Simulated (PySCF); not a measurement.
Cartesian coordinates (Å):
```xyz
19

Mo    -0.0285     0.0184     0.1625
N      1.7680    -0.0237     1.0434
H      2.6516    -0.1501     0.5434
H      1.9338     0.3460     1.9814
N     -1.1772    -1.5437     0.6598
H     -2.0402    -1.4728     1.2047
H     -1.1324    -2.4401     0.1713
N      0.9688    -1.2254    -1.0477
H      0.6136    -1.5093    -1.9629
H      1.7158    -1.8532    -0.7402
N      0.3227     1.9465    -0.2422
H      1.1195     2.4566     0.1438
H     -0.3796     2.5952    -0.6063
N     -1.2880     0.3346    -1.3610
H     -1.1147     0.9947    -2.1232
H     -2.0217    -0.3284    -1.6188
N     -0.7686     0.6219     1.9215
H     -1.0099    -0.0085     2.6903
H     -0.6859     1.5838     2.2563
```
Charge 0, multiplicity 1.

Problem. Estimate the dipole moment, LUMO and total energy that TPSSh-D3(BJ)/def2-TZVP // TPSS-D3(BJ)/def2-SVP in PySCF returns for this input.

Solution. 
The dipole moment comes out as 0.01 D, the LUMO comes out as -2.17 eV and the total energy comes out as -404.1926 Ha.
